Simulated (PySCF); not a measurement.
H₂Si, charge +1, doublet, geometry from GFN2-xTB (a state made from the parent by changing its charge; the spin is typed, not shown lowest); TPSS/6-31G* (PySCF).

PySCF was given this input:
```python
from pyscf import gto, scf, dft

mol = gto.M(
    atom='''
Si   -0.001454    0.073868    0.004323
H    -1.335763   -0.546367    0.017598
H     1.356118   -0.487783   -0.078120
''',
    basis='6-31g*',
    charge=1,
    spin=1,
    verbose=4,
)

mf = dft.UKS(mol)
mf.xc = 'tpss'
mf.conv_tol_grad = 1e-7
mf.kernel()
```

Problem. Predict the main parts of the log of this PySCF run.

Solution. 
```
PySCF version 2.14.0

[INPUT] verbose = 4
[INPUT] num. atoms = 3
[INPUT] num. electrons = 15
[INPUT] charge = 1
[INPUT] spin (= nelec alpha-beta = 2S) = 1
[INPUT] symmetry False subgroup None
[INPUT] Mole.unit = angstrom
[INPUT] Symbol           X                Y                Z      unit          X                Y                Z       unit  Magmom
[INPUT]  1 Si    -0.001454000000   0.073868000000   0.004323000000 AA   -0.002747661785   0.139590289369   0.008169286036 Bohr   0.0
[INPUT]  2 H     -1.335763000000  -0.546367000000   0.017598000000 AA   -2.524226237327  -1.032483993500   0.033255400340 Bohr   0.0
[INPUT]  3 H      1.356118000000  -0.487783000000  -0.078120000000 AA    2.562691612593  -0.921776278219  -0.147625404851 Bohr   0.0

nuclear repulsion = 10.2658495673852
number of shells = 12
number of NR pGTOs = 59
number of NR cGTOs = 22
basis = 6-31g*
ecp = {}

******** <class 'pyscf.dft.uks.UKS'> ********
method = UKS
initial guess = minao
damping factor = 0
level_shift factor = 0
DIIS = <class 'pyscf.scf.diis.CDIIS'>
diis_start_cycle = 1
diis_space = 8
diis_damp = 0
SCF conv_tol = 1e-09
SCF conv_tol_grad = 1e-07
SCF max_cycles = 50
direct_scf = True
direct_scf_tol = 1e-13
number electrons alpha = 8  beta = 7
XC library pyscf.dft.libxc version 7.1.2
    S. Lehtola, C. Steigemann, M. J. T. Oliveira, and M. A. L. Marques,  SoftwareX 7, 1–5 (2018)
XC functionals = tpss
    J. Tao, J. P. Perdew, V. N. Staroverov, and G. E. Scuseria,  Phys. Rev. Lett. 91, 146401 (2003)
    J. P. Perdew, J. Tao, V. N. Staroverov, and G. E. Scuseria,  J. Chem. Phys. 120, 6898 (2004)
    J. Tao, J. P. Perdew, V. N. Staroverov, and G. E. Scuseria,  Phys. Rev. Lett. 91, 146401 (2003)
    J. P. Perdew, J. Tao, V. N. Staroverov, and G. E. Scuseria,  J. Chem. Phys. 120, 6898 (2004)
radial grids:
    Treutler-Ahlrichs [JCP 102, 346 (1995); DOI:10.1063/1.469408] (M4) radial grids

becke partition: Becke, JCP 88, 2547 (1988); DOI:10.1063/1.454033
pruning grids: <function nwchem_prune>
grids dens level: 3
symmetrized grids: False
atomic radii adjust function: <function treutler_atomic_radii_adjust>
small_rho_cutoff = 0
tot grids = 38800
init E= -290.470827478825

cycle= 1 E= -290.25538713045  delta_E= 0.215  |g|= 0.159  |ddm|= 1.06
cycle= 2 E= -290.274683093734  delta_E= -0.0193  |g|= 0.0842  |ddm|= 0.567
cycle= 3 E= -290.280923447175  delta_E= -0.00624  |g|= 0.00699  |ddm|= 0.177
cycle= 4 E= -290.28096911842  delta_E= -4.57e-05  |g|= 0.00149  |ddm|= 0.0136
cycle= 5 E= -290.280971687978  delta_E= -2.57e-06  |g|= 0.000296  |ddm|= 0.00305
cycle= 6 E= -290.280971798921  delta_E= -1.11e-07  |g|= 7.78e-05  |ddm|= 0.000627
cycle= 7 E= -290.280971808886  delta_E= -9.97e-09  |g|= 1.23e-05  |ddm|= 0.000232
cycle= 8 E= -290.280971809147  delta_E= -2.61e-10  |g|= 1.27e-06  |ddm|= 4.23e-05
cycle= 9 E= -290.280971809149  delta_E= -2.27e-12  |g|= 1.95e-07  |ddm|= 3.24e-06
cycle= 10 E= -290.280971809149  delta_E= 5.68e-14  |g|= 2.35e-08  |ddm|= 4.92e-07
Extra cycle  E= -290.280971809149  delta_E= -2.84e-13  |g|= 1.62e-08  |ddm|= 7.81e-08
converged SCF energy = -290.280971809149  <S^2> = 0.75113305  2S+1 = 2.0011327
```
